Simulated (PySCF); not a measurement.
## Bond curve of SmN

Set-up: basis Sm x2c-SVPall, N x2c-SVPall; spin-free X2C with a Gaussian nucleus; PySCF 2.14. Energies in eV from Sm (4f6 6s2) + N in their ground configurations at the same level. State: sextet, about 5.6 electrons in the 4f shell (Mulliken), real f orbitals that mix terms.

All columns are PBE0. A positive dipole means Sm(−)N(+).

```
R (Å)  E (eV)  μ (D)  Mulliken charge on Sm (basis-dependent)  HOMO (eV)  LUMO (eV)  Mayer bond order  ⟨S²⟩
1.512  -1.209  -5.47                                     0.15      -4.61      -1.32              3.15  8.85
1.582  -2.072  -6.07                                     0.18      -4.58      -1.45              3.14  8.87
1.653  -2.536  -6.61                                     0.22      -4.54      -1.58              3.12  8.92
1.705  -2.693  -6.95                                     0.25      -4.54      -1.66              3.10  8.97
1.758  -2.730  -7.26                                     0.27      -4.56      -1.74              3.07  9.04
1.811  -2.681  -7.52                                     0.30      -4.43      -1.80              3.01  9.13
1.881  -2.527  -7.84                                     0.33      -4.17      -1.86              2.89  9.29
1.969  -2.269  -8.15                                     0.37      -3.84      -1.91              2.67  9.50
2.074  -1.920  -8.46                                     0.40      -3.53      -1.99              2.42  9.70
2.215  -1.392  -8.89                                     0.44      -3.23      -2.14              2.20  9.86
```

A fit through these points gives, at Re = 1.751 Å, μ = -7.22 D and dμ/dR = -5.46 D/Å; the reduced mass is 12.82 u.

**Question.** How strong is the fundamental in the double-harmonic approximation, I = 42.26·(dμ/dR)²/μred km/mol?

**Answer.** I = 42.26·(-5.46)²/12.82 = 98.3 km/mol at PBE0.

⟨S²⟩ of the unrestricted solution departs from its pure value on part of the curve, where spin states mix. These are scalar-relativistic numbers at best; spin–orbit coupling would shift them, the dissociation energy most. With d or f electrons several states lie close, and the lowest PBE0 determinant need not be the measured ground state.
